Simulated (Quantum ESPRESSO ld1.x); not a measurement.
Values are calculated unless marked as measured or tabulated.
The vanadium ion V8+, 15 electrons, occupied as [Ne] 3s2 3p3. Code: ld1.x of Quantum ESPRESSO 7.5. Model: non-relativistic Kohn-Sham, LDA (Slater exchange, Perdew-Zunger correlation), spin-polarised, spherical densities, point nucleus; open shells are filled with parallel spins first.

Normalised radial functions P(r) = r R(r), r in bohr:

| r | 2s up |
|---|---|
| 0.003851 | 0.2255 |
| 0.004856 | 0.2777 |
| 0.006075 | 0.3376 |
| 0.007662 | 0.4100 |
| 0.009663 | 0.4927 |
| 0.01209 | 0.5811 |
| 0.01525 | 0.6777 |
| 0.01907 | 0.7694 |
| 0.02405 | 0.8519 |
| 0.03009 | 0.9037 |
| 0.03795 | 0.9065 |
| 0.04748 | 0.8344 |
| 0.05988 | 0.6544 |
| 0.07491 | 0.3591 |
| 0.09447 | -0.0750 |
| 0.1182 | -0.5888 |
| 0.149 | -1.1454 |
| 0.188 | -1.6131 |
| 0.2352 | -1.8629 |
| 0.2966 | -1.8327 |
| 0.371 | -1.5349 |
| 0.4679 | -1.0622 |
| 0.5854 | -0.6063 |
| 0.7382 | -0.2630 |
| 0.9236 | -0.0870 |
| 1.165 | -0.0189 |
| 1.457 | -0.0027 |
| 1.838 | -0.0002 |
| 2.299 | 0.0000 |
| 2.899 | 0.0000 |

2s up: eigenvalue -766.92 eV, 1 radial node at r = 0.0911 bohr, <r> = 0.311 bohr, 90 % of the charge inside 0.482 bohr.
